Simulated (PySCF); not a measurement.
Species: C5H16BN.
Numbering: `[CH3:1][CH2:2][C:3]([CH3:4])([CH3:5])[BH2-:6][NH3+:7]` (hydrogens: H8, H9, H10 on C1; H11, H12 on C2; H13, H14, H15 on C4; H16, H17, H18 on C5; H19, H20 on B6; H21, H22, H23 on N7)

Structure used (PBE0-D3(BJ)/def2-SVP), in Å, numbered top down from 1:
```xyz
23
C5H16BN angstrom
C      1.574    1.626    0.623
C      1.135    0.728   -0.525
C      0.219   -0.460   -0.167
C     -0.077   -1.217   -1.466
C      0.943   -1.412    0.787
B     -1.170   -0.011    0.559
N     -1.916    1.092   -0.388
H      2.180    1.073    1.357
H      0.716    2.040    1.175
H      2.187    2.466    0.260
H      0.639    1.351   -1.298
H      2.036    0.340   -1.038
H     -0.583   -0.582   -2.219
H     -0.726   -2.088   -1.281
H      0.847   -1.580   -1.951
H      0.326   -2.301    0.990
H      1.904   -1.762    0.366
H      1.152   -0.939    1.758
H     -1.024    0.558    1.637
H     -1.972   -0.938    0.646
H     -2.818    1.356    0.006
H     -2.076    0.720   -1.326
H     -1.351    1.937   -0.484
```

Computed, not measured: PySCF 2.14.0, density-fitted response routines, TDDFT CAM-B3LYP/def2-SVPD, vertical, gas phase, core orbitals frozen in the response.

Frontier orbitals with the atoms that hold most of them (Löwdin shares over 4%, at most four atoms; ? is withheld):

| orbital | ε (eV) | atoms |
| --- | --- | --- |
| HOMO-3 | -10.00 | C4 19%, C3 17%, C5 13%, C1 10% |
| HOMO-2 | -9.78 | C3 22%, C5 19%, C2 17%, H11 7% |
| HOMO-1 | -8.95 | ? |
| HOMO | -8.37 | C3 30%, B6 25%, C2 7%, C4 6% |
| LUMO | 0.41 | ? |
| LUMO+1 | 1.73 | H21 14%, C1 10%, C2 10%, H11 9% |
| LUMO+2 | 1.81 | C4 12%, H22 12%, H13 12%, C1 10% |

(1) Give the leading atoms of the HOMO-1.

(2) Give the leading atoms of the LUMO.

(3) The HOMO–LUMO gap is 8.78 eV. Where does the response calculation put the lowest singlet, and from which orbitals?

(4) Give energy, strength and leading configuration of S1, S2 and S5, and follow the Löwdin shares of the leading atoms from the occupied to the empty orbital.

Answers

(1) B6 (bonded to C, N and 2 H) 33%; H20 (bonded to B) 20%; H19 (bonded to B) 18%; C3 (bonded to B and 3 C) 8%. By element: hydrogen 38% or more, boron 33%, carbon 8% or more.

(2) B6 (bonded to C, N and 2 H) 21%; H21 (bonded to N) 16%; H23 (bonded to N) 14%; H22 (bonded to N) 13%. By element: hydrogen 43% or more, boron 21%.

(3) S1 is at 6.13 eV (f = 0.0064), 2.65 eV below the gap, made of HOMO→LUMO (97%). Without the coupling terms of the response equations the lowest excitation would equal the gap.

(4) 
- S1 (6.13 eV, f 0.0064), HOMO→LUMO (97%): C3 30% → at most 14%, B6 25% → 21%, H21 at most 6% → 16%
- S2 (6.51 eV, f 0.0098), HOMO-1→LUMO (96%): B6 33% → 21%, H20 20% → at most 14%, H21 at most 8% → 16%
- S5 (7.67 eV, f 0.0092), HOMO-2→LUMO (81%): C3 22% → at most 14%, C5 19% → at most 14%, B6 at most 8% → 21%, H21 at most 8% → 16%

One conformer stands for the species.
